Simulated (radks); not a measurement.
Question: W34+, configuration [Kr] 4d4 (the NIST ground configuration). Calculated with a radial shooting solver on a logarithmic mesh with Libxc functionals: Dirac Kohn-Sham, PBE, spin-unpolarised, spherical densities, finite nucleus; open shells fill j = l - 1/2 first; Fermi nuclear charge, rms radius 5.3658 fm. Some entries of the table are withheld. Estimate them.

| orbital | occ. | eigenvalue (Ry) | <r> (bohr) |
|---|---|---|---|
| 1s1/2 | 2 | -5199.730 | 0.01835 |
| 2s1/2 | 2 | -980.9272 | 0.07694 |
| 2p1/2 | 2 | -942.6281 | 0.06365 |
| 2p3/2 | 4 | -843.2243 | 0.07160 |
| 3s1/2 | 2 | -301.9637 | (1) |
| 3p1/2 | 2 | -285.0988 | 0.1889 |
| 3p3/2 | 4 | -263.1884 | 0.2031 |
| 3d3/2 | 4 | -235.0643 | (2) |
| 3d5/2 | 6 | -230.2826 | (3) |
| 4s1/2 | 2 | -130.5245 | 0.4119 |
| 4p1/2 | 2 | -123.3256 | 0.4099 |
| 4p3/2 | 4 | -116.8012 | 0.4321 |
| 4d3/2 | 4 | -105.0949 | 0.4236 |
| 4d5/2 | 0 | -103.7144 | 0.4299 |

Answer: 
(1) 3s1/2 <r> (bohr): 0.1990
(2) 3d3/2 <r> (bohr): 0.1775
(3) 3d5/2 <r> (bohr): 0.1818
